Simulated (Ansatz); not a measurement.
Molecule: C$_{2}$H$_{6}$BrGaO$_{2}$, charge 0, multiplicity 1. 
Coordinates optimised at B3LYP-D3(BJ)/def2-TZVP (Ansatz, a quantum-chemistry and plane-wave program):
SMILES: C[O][Ga]([Br])[O]C
```xyz
12

C      2.7584    -1.0392     0.2297
O      1.4659    -1.5703    -0.0283
Ga    -0.0139    -0.6032    -0.0918
Br     0.0386     1.6704     0.2544
O     -1.5357    -1.4401    -0.4283
C     -2.8007    -0.7981    -0.5110
H      3.4092    -1.2512    -0.6222
H      3.1736    -1.5253     1.1160
H      2.7517     0.0415     0.3992
H     -2.7465     0.2800    -0.3334
H     -3.2217    -0.9635    -1.5058
H     -3.4728    -1.2370     0.2304
```
Charge 0, spin multiplicity 1.

Parts of the frozen-core correlation energy in STO-3G (Ansatz, hartree). Frozen orbitals: 32; correlated occupied orbitals by spin: 18 and 18; virtual: 12 and 12. Spin-orbit coupling is left out. Non-relativistic.

```csv
term,value
reference (HF),-4671.64259
MP2 opposite-spin,-0.18523
MP2 same-spin,-0.03568
CCSD correlation,-0.27491
(T),-0.01000
T1 diagnostic,0.019
largest doubles amplitude,0.046
```
